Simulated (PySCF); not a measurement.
C₄H₄OSe, SMILES [SeH]c1cocc1. The structure is a stationary point at PBE-D3(BJ)/def2-SVP. One conformer was computed; it need not be the lowest.

Problem. Give the equilibrium geometry at PBE-D3(BJ)/def2-SVP (PySCF confirms it by a frequency run) as bond lengths and angles. (Estimate from the structure and the level; the computed values follow.)

Solution. This is not unique; one that fits is 
Atoms: Se1 C2 C3 C4 O5 C6 H7 H8 H9 H10. Bonds (Å): Se1–C2 1.910, Se1–H7 1.489, C2–C3 1.441, C2–C6 1.379, C3–C4 1.373, C3–H8 1.095, C4–O5 1.367, C4–H9 1.095, O5–C6 1.361, C6–H10 1.094. Bond angles (°): C2–Se1–H7 95.3, Se1–C2–C3 128.5, Se1–C2–C6 125.2, C3–C2–C6 106.1, C2–C3–C4 105.8, C2–C3–H8 126.9, C4–C3–H8 127.4, C3–C4–O5 110.6, C3–C4–H9 133.7, O5–C4–H9 115.8, C4–O5–C6 107.3, C2–C6–O5 110.3, C2–C6–H10 133.0, O5–C6–H10 116.7.
